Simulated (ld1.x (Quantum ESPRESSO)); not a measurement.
# Reading a pseudo-wave (technetium (Tc))

Columns: radius, all-electron u(r) and pseudo u(r) of the 5p shell (level -6.87 eV) of technetium in the configuration [Kr] 4d5 5s1 5p0; PBE, scalar-relativistic, TM semilocal scheme, ld1.x (Quantum ESPRESSO) 7.5.

```csv
r (bohr),all-electron,pseudo
0.123,0.0551,-0.0040
0.245,-0.1294,-0.0155
0.368,-0.1255,-0.0333
0.490,-0.0028,-0.0549
0.613,0.1282,-0.0784
0.735,0.2155,-0.1011
0.858,0.2510,-0.1217
0.980,0.2412,-0.1392
1.103,0.1982,-0.1542
1.225,0.1349,-0.1678
1.348,0.0599,-0.1818
1.470,-0.0184,-0.1980
1.593,-0.0965,-0.2186
1.715,-0.1702,-0.2447
1.838,-0.2388,-0.2778
1.960,-0.3003,-0.3168
2.083,-0.3553,-0.3601
2.205,-0.4028,-0.4035
2.328,-0.4437,-0.4437
2.450,-0.4778,-0.4778
2.573,-0.5059,-0.5059
2.695,-0.5280,-0.5280
2.818,-0.5450,-0.5450
2.940,-0.5571,-0.5571
3.063,-0.5648,-0.5648
3.185,-0.5686,-0.5686
```

Problem. How many radial nodes do the two functions have?

Solution. The all-electron 5p function has n − l − 1 = 3; the pseudo-wave has 0, since the states of the same l below it are removed with the core.

Problem. At about which radius was the pseudo-wave matched?

Solution. 2.45 bohr. The columns agree to 0.0005 from 2.33 bohr on; several derivatives are matched, so the curves merge somewhat inside the radius.

Problem. Is the pseudo-wave norm-conserving?

Solution. Yes: the TM semilocal scheme keeps the norm inside the radius equal to the all-electron one, which fixes the energy derivative of the logarithmic derivative at the level.
